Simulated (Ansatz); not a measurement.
Consider the formal exchange of groups at the Al–Al bond: `[CH3][Al]([CH3])[AlH][Cl]` + SiH₄ → `[SiH3][AlH][Cl]` + `[CH3][AlH][CH3]`.

Computed with Ansatz on PBE0-D4/def2-TZVP structures; ΔE is electronic, products minus reactants. CCSD(T)/CBS is the MP2 limit (def2-TZVPP, def2-QZVPP) plus CCSD(T) − MP2 in def2-TZVPP, frozen cores. This one scheme is used for every species. Functionals use def2-TZVPP. B3LYP here is the variant with VWN-RPA as its local correlation; programs differ in this. One conformer a species, not always the lowest.

`[CH3][Al]([CH3])[AlH][Cl]`:

Z-matrix (Å, degrees):
```
C
Al 1 1.956
H 1 1.097 2 110.2
H 1 1.096 2 110.6 3 117.2
H 1 1.092 2 113.5 3 -121.1
C 2 1.959 1 120.4 3 -62.0
Al 2 2.610 1 119.4 3 118.2
H 6 1.093 2 113.1 1 5.3
H 6 1.096 2 110.4 1 -115.4
H 6 1.095 2 111.4 1 127.2
Cl 7 2.123 2 116.0 1 2.1
H 7 1.592 2 131.2 1 -177.9
```

SiH₄:

Z-matrix (Å, degrees):
```
Si
H 1 1.485
H 1 1.485 2 109.5
H 1 1.485 2 109.5 3 -120.0
H 1 1.485 2 109.5 3 120.0
```

`[SiH3][AlH][Cl]`:

Z-matrix (Å, degrees):
```
Si
Al 1 2.446
H 1 1.490 2 110.2
H 1 1.490 2 110.2 3 118.9
H 1 1.489 2 112.2 3 -120.6
Cl 2 2.104 1 116.2 3 -59.8
H 2 1.581 1 127.5 3 120.1
```

`[CH3][AlH][CH3]`:

Cartesian coordinates in Å:
```
C -1.422 -0.777 -0.598
Al -0.329 0.424 0.489
C 1.611 0.505 0.271
H -1.241 -0.616 -1.667
H -2.494 -0.670 -0.418
H -1.154 -1.821 -0.400
H -1.011 1.354 1.590
H 1.984 -0.125 -0.540
H 1.943 1.532 0.080
H 2.114 0.193 1.193
```

(1) Is it downhill or uphill in electronic energy at CCSD(T)/CBS, and by how much? (An estimate is asked.)

(2) What do these levels give: PBE0-D4, B3LYP-D4, ωB97X-V, ωB97M-V, r2SCAN, CCSD(T)/def2-TZVPP? (Estimate.)

Largest T1 diagnostic among the species: 0.011.

Answers

(1) The calculation gave: Nearly level: ΔE = +0.4 kcal/mol.

(2) Ansatz gave: PBE0-D4 -0.1, B3LYP-D4 -0.3, ωB97X-V -0.3, ωB97M-V -1.1, r2SCAN -1.1, CCSD(T)/def2-TZVPP 0.8 kcal/mol.
